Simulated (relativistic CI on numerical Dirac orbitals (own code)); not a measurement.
## Hf+: q coefficients and field-shift factors

Calculated at this level of theory: Dirac-Coulomb-Breit CI, separate exchange-only KLI orbitals for each configuration, valence Slater integrals scaled by 0.85, P86 correlation energy added to each configuration, derivatives by finite differences, QED left out (own radial code, finite nucleus).

CI space (outside the closed core [Xe] 4f14): 5d6s², 5d²6s, 5d6s6p, 5d²6p, 5d³, 6s²6p, 5d6s6d, 5d6p², 6p³. Double excitations out of closed p, d and f shells are left out; levels of such configurations are missing from the list, as are those of other unlisted configurations, and high levels can miss mixing partners.

With x = (α/α₀)² − 1 an excitation energy changes as ω = ω₀ + qx; K = 2q/ω₀ is the relative enhancement. Terms are leading LS components, so labels can repeat. The field-shift factor is F = δν/δ⟨r²⟩ for the transition from the lowest level.

Lowest level 5d6s² ²D3/2.

| Level | ω₀ (cm⁻¹) | q (cm⁻¹) | F (GHz/fm²) |
| --- | --- | --- | --- |
| 5d6s² ²D5/2 | 2370.1 | 5267 | -4.99 |
| 5d²6s ⁴F3/2 | 2667.0 | 13080 | -18.1 |
| 5d²6s ⁴F5/2 | 3677.5 | 11800 | -14.3 |
| 5d²6s ⁴F7/2 | 4659.9 | 15580 | -19.1 |
| 5d²6s ⁴F9/2 | 6256.9 | 16700 | -18.7 |
| 5d²6s ⁴P1/2 | 11116.8 | 14590 | -19.2 |
| 5d²6s ²F5/2 | 11564.1 | 16580 | -23.5 |
| 5d²6s ⁴P3/2 | 11734.7 | 15010 | -18.8 |
| 5d²6s ⁴P5/2 | 12360.0 | 15360 | -19 |
| 5d²6s ²P1/2 | 13438.2 | 21000 | -27.7 |
| 5d²6s ²P3/2 | 13488.9 | 18780 | -25.4 |
| 5d²6s ²F7/2 | 13927.7 | 18960 | -24.2 |
| 5d³ ⁴F3/2 | 16030.3 | 23580 | -31 |

For a near-neutral ion this model can misplace configurations by up to about 10,000 cm⁻¹ (more where the count of f electrons changes) and terms by 10 to 25 % of their spread. Rates follow the energies as ν³ (E1, M1) or ν⁵ (E2), so they and the lifetimes can be off by large factors. The fine structure of a lone outer electron comes out too small, for d and f at times inverted, and misplaced configurations move strength between like terms.

Task: Which transition from the lowest level has the largest |K|?

Result: 5d²6s ⁴F3/2 at 2667.0 cm⁻¹, K = 9.81.
